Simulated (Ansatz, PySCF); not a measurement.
C2H4NO, SMILES [NH]C(C)=O, multiplicity 2. Atoms are numbered in the order given.

```xyz
8

C     -1.3373    -0.3713     0.1384
C      0.0870     0.0504    -0.1140
N      1.0582    -0.6098     0.6236
O      0.4018     0.9837    -0.8400
H     -2.0141     0.1843    -0.5229
H     -1.4453    -1.4542    -0.0289
H     -1.5942    -0.1771     1.1911
H      1.9497    -0.4893     0.1207
```
Charge 0, spin multiplicity 2.

Geometry optimised at ωB97X-D3(BJ)/def2-SVP. The isomer is the one that the SMILES or the coordinates give; other isomers of the formula were not compared. Other conformers were not sampled.

Two levels are set side by side: PBE-D3(BJ)/def2-SVP (Ansatz, a program for electronic structure) and ωB97X-D3(BJ)/def2-SVP (PySCF). Each level has its own optimised geometry; the coordinates shown are those of the second. Frequencies come from the Hessian of PySCF at each geometry. Differences are taken from unrounded values.

```json
[
 {"quantity": "mean bond length (Å)", "ωB97X-D3(BJ)": "1.207"},
 {"quantity": "bond C1–C2 (Å)", "ωB97X-D3(BJ)": "1.507"},
 {"quantity": "bond C2–N3 (Å)", "ωB97X-D3(BJ)": "1.387"},
 {"quantity": "bond C2–O4 (Å)", "ωB97X-D3(BJ)": "1.224"},
 {"quantity": "bond C1–H5 (Å)", "ωB97X-D3(BJ)": "1.097"},
 {"quantity": "bond C1–H6 (Å)", "ωB97X-D3(BJ)": "1.101"},
 {"quantity": "bond C1–H7 (Å)", "ωB97X-D3(BJ)": "1.101"},
 {"quantity": "bond N3–H8 (Å)", "ωB97X-D3(BJ)": "1.031"},
 {"quantity": "highest harmonic wavenumber (cm⁻¹)", "ωB97X-D3(BJ)": "3481"},
 {"quantity": "mean harmonic wavenumber (cm⁻¹)", "ωB97X-D3(BJ)": "1455"},
 {"quantity": "zero-point energy (kcal/mol)", "ωB97X-D3(BJ)": "37.45"}
]
```

Problem. What does PBE-D3(BJ) give, and how far is it from ωB97X-D3(BJ)? (Estimate from the structure and the level; the computed values follow.)

Solution. 
```json
[
 {"quantity": "mean bond length (Å)", "PBE-D3(BJ)": "1.208", "PBE-D3(BJ) minus ωB97X-D3(BJ)": "0.001"},
 {"quantity": "bond C1–C2 (Å)", "PBE-D3(BJ)": "1.501", "PBE-D3(BJ) minus ωB97X-D3(BJ)": "-0.005"},
 {"quantity": "bond C2–N3 (Å)", "PBE-D3(BJ)": "1.334", "PBE-D3(BJ) minus ωB97X-D3(BJ)": "-0.053"},
 {"quantity": "bond C2–O4 (Å)", "PBE-D3(BJ)": "1.263", "PBE-D3(BJ) minus ωB97X-D3(BJ)": "0.039"},
 {"quantity": "bond C1–H5 (Å)", "PBE-D3(BJ)": "1.108", "PBE-D3(BJ) minus ωB97X-D3(BJ)": "0.011"},
 {"quantity": "bond C1–H6 (Å)", "PBE-D3(BJ)": "1.106", "PBE-D3(BJ) minus ωB97X-D3(BJ)": "0.005"},
 {"quantity": "bond C1–H7 (Å)", "PBE-D3(BJ)": "1.109", "PBE-D3(BJ) minus ωB97X-D3(BJ)": "0.008"},
 {"quantity": "bond N3–H8 (Å)", "PBE-D3(BJ)": "1.035", "PBE-D3(BJ) minus ωB97X-D3(BJ)": "0.004"},
 {"quantity": "highest harmonic wavenumber (cm⁻¹)", "PBE-D3(BJ)": "3398", "PBE-D3(BJ) minus ωB97X-D3(BJ)": "-83"},
 {"quantity": "mean harmonic wavenumber (cm⁻¹)", "PBE-D3(BJ)": "1409", "PBE-D3(BJ) minus ωB97X-D3(BJ)": "-47"},
 {"quantity": "zero-point energy (kcal/mol)", "PBE-D3(BJ)": "36.25", "PBE-D3(BJ) minus ωB97X-D3(BJ)": "-1.20"}
]
```
